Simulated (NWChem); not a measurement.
## Correlation energy of diboron tetrachloride (B$_{2}$Cl$_{4}$)

SMILES: ClB(Cl)B(Cl)Cl
```xyz
6

Cl    -1.0992    -1.0453     1.7415
B      0.0000     0.0000     0.8491
Cl     1.0992     1.0453     1.7415
B      0.0000     0.0000    -0.8491
Cl    -1.0992     1.0453    -1.7415
Cl     1.0992    -1.0453    -1.7415
```
Charge 0, spin multiplicity 1.

All runs are NWChem calculations. The geometry was optimised at PBE/def2-SVP, a minimum by its harmonic frequencies. It is one conformer; others weren't searched.

Basis set: 6-31G*. Each correlation energy counts from its own Hartree-Fock reference.

The correlated methods keep 22 core orbitals frozen. The Pople sets run with spherical d functions. Coupled-cluster values serve here as a point of comparison, not as the truth.

Task: For the correlation energy, CCSD(T) gives -741.4 mHa and CR-CCSD(T) gives -734.4 mHa. What do SCS-MP2, CR-CCSD[T], CCSD+T(CCSD) give?

Result: SCS-MP2: -640.4 mHa; CR-CCSD[T]: -735.4 mHa; CCSD+T(CCSD): -742.8 mHa.
